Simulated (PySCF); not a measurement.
Al(Cl)(OH)(SeH) (AlClH2OSe), SMILES [OH][Al]([Cl])[SeH].

The structure is a stationary point at PBE-D3(BJ)/def2-SVP. The structure was generated by enumeration; whether it is a known compound was not checked. One conformer was computed; it need not be the lowest.

Level of theory: PBE-D3(BJ)/def2-SVP in PySCF.

Frequencies are harmonic and unscaled.

Computed harmonic wavenumbers and intensities:
```csv
mode,ν (cm⁻¹),IR (km/mol),moving atoms (share of kinetic energy)
1,107,2.2,"Cl 45 %, Se 21 %, Al 19 %, O 12 %"
2,172,13.3,"O 58 %, Se 15 %, H 13 %, Cl 12 %"
3,200,5.4,"Al 69 %, H 14 %, O 10 %"
4,225,31.9,H 86 %
5,311,111.7,"H 90 %, O 9 %"
6,337,14.8,"Al 29 %, Cl 27 %, Se 23 %, O 16 %"
7,528,71.0,"Al 39 %, H 26 %, Cl 23 %, O 8 %"
8,561,30.8,H 90 %
9,619,224.3,"H 57 %, Al 29 %, O 9 %"
10,869,79.2,"O 47 %, Al 44 %, H 9 %"
11,2355,3.8,H 99 %
12,3807,96.4,H 94 %
```
